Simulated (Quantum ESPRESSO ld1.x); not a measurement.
Question: The mean radii <r> (bohr) of the occupied orbitals of an atom or ion are listed with their occupations. Calculated with ld1.x of Quantum ESPRESSO 7.5: scalar-relativistic Kohn-Sham, LDA (Slater exchange, VWN5 correlation), spin-polarised, spherical densities, point nucleus.

| orbital | occ. | <r> |
|---|---|---|
| 1s down | 1 | 0.02233 |
| 1s up | 1 | 0.02233 |
| 2s up | 1 | 0.09518 |
| 2s down | 1 | 0.09518 |
| 2p up | 3 | 0.08392 |
| 2p down | 3 | 0.08392 |
| 3s up | 1 | 0.2499 |
| 3s down | 1 | 0.2498 |
| 3p up | 3 | 0.2484 |
| 3p down | 3 | 0.2481 |
| 3d up | 5 | 0.2262 |
| 3d down | 5 | 0.2259 |
| 4s up | 1 | 0.5658 |
| 4s down | 1 | 0.5658 |
| 4p up | 3 | 0.5987 |
| 4p down | 3 | 0.5989 |
| 4d up | 5 | 0.6516 |
| 4d down | 5 | 0.6527 |
| 5s up | 1 | 1.341 |
| 5s down | 1 | 1.359 |
| 5p up | 3 | 1.544 |
| 5p down | 3 | 1.572 |
| 4f up | 6 | 0.8658 |

Name the element and its charge. Open shells, if any, are filled with parallel spins first.

Answer: Z = 63, europium, charge +3: Eu3+ in [Xe] 4f6. The 1s radius gives Z: for a bare nucleus <r> = (2 gamma + 1)/(2Z) with gamma = sqrt(1 - (Z/c)^2), 0.02203 bohr for Z = 63, and screening makes it slightly larger (0.02233 here). The occupations add up to 60, and the charge is Z minus that.
